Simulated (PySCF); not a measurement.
Compound: Si(SiH3)Cl3.
Bonds: Si1–Si2, Si1–Cl6, Si1–Cl7, Si1–Cl8. Hydrogens: H3, H4, H5 on Si2.

Method: PySCF 2.14.0, PBE0-D3(BJ)/def2-SVP geometry optimisation, gas phase; density fitting, grid level 1; the optimiser is geomeTRIC in internal coordinates, started from a GFN2-xTB structure with every atom displaced at random (about 0.03 Å).

Step 0: E = -53340.4404 eV
```
atom  x, y, z in Å  |  force x, y, z in eV/Å
Si1     0.0633   -0.0719   -1.0510   -1.272   2.064   0.248
Si2    -0.0197   -0.0184    1.2558    0.553  -0.856  -0.192
H3      0.7265    1.1057    1.7550    0.592   0.940   0.229
H4      0.6706   -1.2457    1.7594   -0.157  -0.077   0.001
H5     -1.3774    0.0982    1.7407   -0.896  -0.087   0.183
Cl6     1.8724    0.0038   -1.8436    1.846  -0.081  -0.423
Cl7    -0.8916    1.6382   -1.8372    0.167  -0.366   0.445
Cl8    -0.9059   -1.5954   -1.8627   -0.833  -1.537  -0.491
```

Step 1: E = -53340.6850 eV
```
atom  x, y, z in Å  |  force x, y, z in eV/Å
Si1     0.0478   -0.0454   -1.0793   -0.578   0.923   0.097
Si2    -0.0065   -0.0187    1.2443    0.189   0.009   0.153
H3      0.7711    1.1622    1.7353   -0.058  -0.029  -0.073
H4      0.6584   -1.2652    1.7337   -0.088   0.001   0.020
H5     -1.4200    0.0728    1.7179    0.033  -0.057  -0.048
Cl6     1.9384   -0.0087   -1.8108    0.527  -0.064  -0.122
Cl7    -0.9170    1.6672   -1.7835    0.182  -0.322   0.147
Cl8    -0.9340   -1.6499   -1.8413   -0.206  -0.461  -0.176
```

Problem. Estimate the geometry and energy of step 2. (The exact step hangs on the optimiser's Hessian estimate; all steps are aligned on step 1, rigid shifts and turns removed.)

Solution. E = -53340.7139 eV, largest force 0.299 eV/Å
```
atom  x, y, z in Å  |  force x, y, z in eV/Å
Si1     0.0316   -0.0221   -1.0856   -0.167   0.226   0.101
Si2     0.0030   -0.0182    1.2441    0.069   0.020   0.024
H3      0.7737    1.1716    1.7208   -0.047  -0.037  -0.025
H4      0.6527   -1.2693    1.7345   -0.022  -0.005   0.007
H5     -1.4140    0.0584    1.7084    0.028  -0.015  -0.008
Cl6     1.9549   -0.0174   -1.7925    0.106  -0.014  -0.039
Cl7    -0.9222    1.6752   -1.7763    0.062  -0.098  -0.002
Cl8    -0.9415   -1.6639   -1.8371   -0.029  -0.079  -0.057
```

The energy changes by -0.0289 eV. The first-order estimate −F·Δx gives -0.0466 eV and the mean of the old and new forces, exact on a quadratic surface, -0.0281 eV. The step makes an angle of 51° with the force vector and moves no atom by more than 0.029 Å.

What follows is the cost of the whole optimisation. On one thread of an Arm Neoverse V1, no GPU, shared host, this took 29 s wall and 0.42 GiB of memory at its peak.
